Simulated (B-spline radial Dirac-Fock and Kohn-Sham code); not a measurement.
# X-ray form factors of niobium in several charge states

Level of theory: Dirac-Fock orbitals of the configuration average with a finite nucleus; an atomic code on a B-spline grid.

Configurations: Nb²⁷⁺ [Ne] 3s2 3p2; Nb³⁰⁺ [Ne] 3s1; Nb³¹⁺ [He] 2s2 2p6; Nb³³⁺ [He] 2s2 2p4; Nb³⁵⁺ [He] 2s2 2p2. The first column is f₀ of Nb²⁷⁺, the others are differences from it.

| s (Å⁻¹) | Nb²⁷⁺ | Δ Nb³⁰⁺ | Δ Nb³¹⁺ | Δ Nb³³⁺ | Δ Nb³⁵⁺ |
| --- | --- | --- | --- | --- | --- |
| 0 | 14.000 | -3.000 | -4.000 | -6.000 | -8.000 |
| 0.05 | 13.984 | -2.991 | -3.988 | -5.987 | -7.986 |
| 0.1 | 13.937 | -2.963 | -3.951 | -5.948 | -7.944 |
| 0.15 | 13.859 | -2.918 | -3.891 | -5.883 | -7.875 |
| 0.2 | 13.752 | -2.855 | -3.808 | -5.794 | -7.780 |
| 0.25 | 13.616 | -2.776 | -3.704 | -5.681 | -7.660 |
| 0.3 | 13.454 | -2.682 | -3.580 | -5.547 | -7.517 |
| 0.35 | 13.267 | -2.575 | -3.438 | -5.393 | -7.353 |
| 0.4 | 13.058 | -2.456 | -3.280 | -5.222 | -7.170 |
| 0.45 | 12.829 | -2.327 | -3.109 | -5.036 | -6.970 |
| 0.5 | 12.583 | -2.190 | -2.927 | -4.838 | -6.756 |
| 0.6 | 12.051 | -1.899 | -2.540 | -4.413 | -6.297 |
| 0.7 | 11.481 | -1.599 | -2.140 | -3.969 | -5.813 |
| 0.8 | 10.896 | -1.302 | -1.745 | -3.525 | -5.324 |
| 0.9 | 10.313 | -1.022 | -1.370 | -3.098 | -4.847 |
| 1 | 9.747 | -0.768 | -1.030 | -2.700 | -4.395 |
| 1.1 | 9.210 | -0.547 | -0.732 | -2.341 | -3.980 |
| 1.2 | 8.707 | -0.361 | -0.482 | -2.027 | -3.606 |
| 1.4 | 7.820 | -0.099 | -0.129 | -1.540 | -2.992 |
| 1.6 | 7.084 | +0.033 | +0.050 | -1.222 | -2.544 |

Values without a named source are computed, but for edge energies of neutral atoms, which are taken from tables.
